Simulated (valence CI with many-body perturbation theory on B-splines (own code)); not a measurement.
E1 line list for O2+

Calculated by valence CI with perturbative core correlation (CI+MBPT): four valence electrons over a frozen Dirac-Fock core [He], a basis of 11 s, 11 p, 10 d, 8 f, 5 g, 2 h functions for each j, with the one-electron correlation potential Σ1 (screened to all orders), the two-electron term Σ2, the three-electron term Σ3, Breit, model QED; selected single and double excitations, second order for the rest, scaled by the run's own slope (own B-spline code, finite nucleus).

Against 32 measured levels this calculation errs by 133 cm⁻¹ on average and by 418 at most. These come from a selection out of Moore, Selected Tables of Atomic Spectra, NSRDS-NBS 3, section 11. Levels without a partner in it may be off by more. Among the levels kept, up to 2100 cm⁻¹ of a level comes from second order outside the variational space, and about a tenth of that is noise between levels of different J, which matters for small intervals.

Lines 251 to 300 of 563 in falling wavelength, among levels below 418922 cm⁻¹, chosen from the strongest by gf and those to the six lowest levels. Wavelengths and rates use the calculated energies, so an error of 100 cm⁻¹ moves a line at 395.0 nm by 0.39 % and its rate by three times that or more. Electric multipoles are in the length gauge, E1 and E2 with the static RPA response of the core. Weak lines are less certain than strong ones. Lines between different terms over intervals too small for the method are left out, as are lines whose strength nearly cancels. Where a level lies close to another of its J and parity, the split of strength between their lines is uncertain.

Names give the largest LS component (configuration and term), which can be under half, so a name can repeat, a term be missing and a line seem to break the LS rules; names also repeat where a configuration has a term twice. Letters in brackets count levels of one name in rising energy.

| λ vac (nm) | Upper | Lower | A (s⁻¹) | S (a.u.) |
| --- | --- | --- | --- | --- |
| 446.0 | 2s2 2p 5g 3F°_2 | 2s2 2p 4f 3D_2 | 3.80e+07 | 8.31e+00 |
| 446.0 | 2s2 2p 5g 3H°_6 | 2s2 2p 4f 3G_5 | 3.44e+08 | 1.96e+02 |
| 445.5 | 2s2 2p 5g 3F°_3 | 2s2 2p 4f 3D_3 | 3.08e+07 | 9.40e+00 |
| 445.3 | 2s2 2p 5f 3F_4 | 2s2 2p 4d 1F°_3 | 1.68e+07 | 6.59e+00 |
| 444.5 | 2s 2p2 3d 5P_3 | 2s 2p2 3p 5S°_2 | 2.31e+07 | 7.01e+00 |
| 444.2 | 2s2 2p 5g 3G°_5 [b] | 2s2 2p 4f 3G_4 | 2.28e+08 | 1.08e+02 |
| 443.4 | 2s 2p2 3d 5P_2 | 2s 2p2 3p 5S°_2 | 4.06e+07 | 8.72e+00 |
| 443.3 | 2s2 2p 5g 3H°_4 [b] | 2s2 2p 4f 3G_3 | 2.40e+08 | 9.29e+01 |
| 443.0 | 2s2 2p 5g 3F°_4 [b] | 2s2 2p 4f 3G_4 | 1.91e+07 | 7.39e+00 |
| 442.8 | 2s 2p2 3d 5P_1 | 2s 2p2 3p 5S°_2 | 4.33e+07 | 5.56e+00 |
| 442.3 | 2s2 2p 5g 1H°_5 | 2s2 2p 4f 3G_4 | 1.48e+07 | 6.96e+00 |
| 442.2 | 2s2 2p 5g 1F°_3 | 2s2 2p 4f 3G_3 | 2.07e+07 | 6.18e+00 |
| 441.8 | 2s2 2p 5f 1D_2 | 2s2 2p 4d 1P°_1 | 6.38e+07 | 1.36e+01 |
| 440.5 | 2s2 2p 5g 3G°_5 [a] | 2s2 2p 4f 3F_4 | 2.60e+08 | 1.20e+02 |
| 439.9 | 2s2 2p 5g 3H°_4 [a] | 2s2 2p 4f 3F_3 | 2.51e+08 | 9.48e+01 |
| 439.4 | 2s2 2p 5f 3D_2 | 2s2 2p 4d 1P°_1 | 9.85e+07 | 2.06e+01 |
| 439.0 | 2s2 2p 5g 3G°_3 | 2s2 2p 4f 3F_2 | 2.75e+08 | 8.03e+01 |
| 438.9 | 2s2 2p 5g 3F°_4 [a] | 2s2 2p 4f 1F_3 | 2.79e+08 | 1.05e+02 |
| 438.6 | 2s2 2p 5f 3G_4 | 2s2 2p 4d 1F°_3 | 2.92e+07 | 1.09e+01 |
| 434.9 | 2s2 2p 5f 1G_4 | 2s2 2p 4d 1F°_3 | 1.62e+08 | 5.92e+01 |
| 434.0 | 2s2 2p 5f 1D_2 | 2s2 2p 4d 3P°_1 | 4.36e+07 | 8.80e+00 |
| 434.0 | 2s2 2p 5g 3G°_5 [b] | 2s2 2p 4f 3F_4 | 7.98e+07 | 3.54e+01 |
| 433.5 | 2s2 2p 5f 3D_3 | 2s 2p2 3p 3P°_2 | 7.76e+07 | 2.18e+01 |
| 433.4 | 2s2 2p 5g 3H°_4 [b] | 2s2 2p 4f 3F_3 | 6.98e+07 | 2.52e+01 |
| 432.9 | 2s2 2p 5g 3F°_4 [b] | 2s2 2p 4f 3F_4 | 2.49e+07 | 8.98e+00 |
| 432.4 | 2s2 2p 5g 1F°_3 | 2s2 2p 4f 3F_3 | 2.53e+07 | 7.07e+00 |
| 431.5 | 2s2 2p 5g 1F°_3 | 2s2 2p 4f 3F_2 | 3.84e+07 | 1.07e+01 |
| 431.4 | 2s2 2p 5g 3F°_4 [b] | 2s2 2p 4f 1F_3 | 4.00e+07 | 1.43e+01 |
| 431.4 | 2s2 2p 5f 3D_1 | 2s2 2p 4d 3P°_0 | 5.46e+07 | 6.49e+00 |
| 417.9 | 2s2 2p 5f 1F_3 | 2s2 2p 4d 3D°_2 | 3.57e+07 | 9.00e+00 |
| 417.9 | 2s2 2p 5f 3F_4 | 2s2 2p 4d 3D°_3 | 1.02e+08 | 3.31e+01 |
| 417.3 | 2s2 2p 5f 3F_3 | 2s2 2p 4d 3D°_2 | 7.35e+07 | 1.85e+01 |
| 416.4 | 2s2 2p 5f 3F_2 | 2s2 2p 4d 3D°_1 | 1.33e+08 | 2.38e+01 |
| 412.0 | 2s2 2p 5f 3G_4 | 2s2 2p 4d 3D°_3 | 6.11e+07 | 1.90e+01 |
| 411.5 | 2s2 2p 5f 3G_3 | 2s2 2p 4d 3D°_2 | 3.24e+07 | 7.79e+00 |
| 410.1 | 2s2 2p 5f 3D_3 | 2s2 2p 4d 3D°_3 | 3.70e+07 | 8.82e+00 |
| 408.5 | 2s 2p2 3p 3D°_3 | 2s 2p2 3s 3P_2 | 5.02e+07 | 1.18e+01 |
| 407.8 | 2s 2p2 3p 3D°_2 | 2s 2p2 3s 3P_1 | 3.88e+07 | 6.50e+00 |
| 397.3 | 2s 2p2 3d 3D_3 | 2s 2p2 3p 3P°_2 | 4.62e+07 | 1.00e+01 |
| 395.2 | 2s2 2p 5s 3P°_1 | 2s2 2p 4p 3D_2 | 8.80e+07 | 8.04e+00 |
| 395.0 | 2s2 2p 3d 1F°_3 | 2s2 2p 3p 1D_2 | 1.30e+08 | 2.76e+01 |
| 394.4 | 2s2 2p 5f 3D_3 | 2s2 2p 4d 3P°_2 | 6.90e+07 | 1.46e+01 |
| 393.6 | 2s2 2p 5s 3P°_2 | 2s2 2p 4p 3D_3 | 9.87e+07 | 1.48e+01 |
| 391.8 | 2s2 2p 5f 1F_3 | 2s2 2p 4d 1D°_2 | 8.54e+07 | 1.77e+01 |
| 389.0 | 2s2 2p 5f 3F_4 | 2s2 2p 4d 3F°_3 | 6.67e+07 | 1.75e+01 |
| 387.2 | 2s2 2p 5f 1F_3 | 2s2 2p 4d 3F°_2 | 4.00e+07 | 8.02e+00 |
| 386.7 | 2s2 2p 5f 3F_3 | 2s2 2p 4d 3F°_2 | 1.01e+08 | 2.02e+01 |
| 386.6 | 2s2 2p 5f 3G_4 | 2s2 2p 4d 3F°_4 | 2.66e+07 | 6.83e+00 |
| 386.2 | 2s2 2p 5f 3G_3 | 2s2 2p 4d 1D°_2 | 8.93e+07 | 1.78e+01 |
| 384.7 | 2s2 2p 5f 3G_5 | 2s2 2p 4d 3F°_4 | 1.92e+08 | 5.94e+01 |
